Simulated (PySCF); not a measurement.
All values below come from PBE0-D3(BJ)/def2-TZVP // PBE0-D3(BJ)/def2-SVP (PySCF). Gas-phase values, no solvent. One relaxed conformer stands for a flexible species; it need not be the lowest. Excitations are Tamm–Dancoff values on a coarser integration grid. The basis has no diffuse functions, so Rydberg states are missing or too high.

Reference species (SMILES): `[C@@]12(B)CC[C@H]([C@H](C2)S)C1` (neutral, multiplicity 1).

```yaml
HOMO–LUMO gap: 5.33 eV
S1 excitation (TDA): 4.56 eV
```

Changed species: `B[C@H]1[C@@H]([C@@H]2C[C@H]1CC2)S`.

What does the change do to the HOMO–LUMO gap and S1 excitation (TDA)?

the HOMO–LUMO gap drops by 0.02 eV, to 5.31 eV; the S1 excitation (TDA) falls by 0.26 eV, to 4.30 eV.
